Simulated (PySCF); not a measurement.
Working out the ionisation energy of Ir

Ir [Xe] 4f14 5d7 6s2 (4F) → Ir⁺ [Xe] 4f14 5d7 6s1 (5F). All numbers are calculated (PySCF 2.14, scalar relativity through the core potential, in def2-TZVPPD with the def2 core potential (60 electrons) (6s5p3d2f1g, 59 functions)). Frozen: nothing. Energies in hartree (1 hartree = 27.21139 eV):

```json
{"part": "UHF", "Ir (lower)": "-103.445744", "Ir⁺ (upper)": "-103.187661"}
{"part": "MP2 opposite-spin", "Ir (lower)": "-0.314461", "Ir⁺ (upper)": "-0.265122"}
{"part": "MP2 same-spin", "Ir (lower)": "-0.153836", "Ir⁺ (upper)": "-0.141055"}
```

Q: What does Hartree-Fock give?

A: (-103.187661) − (-103.445744) = 0.258083 hartree = 7.023 eV.

Q: What do MP2 and SCS-MP2 (6/5 opposite-spin, 1/3 same-spin) give?

A: The opposite-spin parts differ by 1.343 eV and the same-spin parts by 0.348 eV. MP2: 7.023 + (1.343) + (0.348) = 8.714 eV. SCS-MP2: 7.023 + 1.2 × (1.343) + (0.348)/3 = 8.751 eV.

Measured between the centres of the two terms (NIST): 8.926 eV, so MP2 (valence and next inner shell) is off by -0.212 eV.

What remains against the reference includes basis incompleteness and correlation beyond second order.
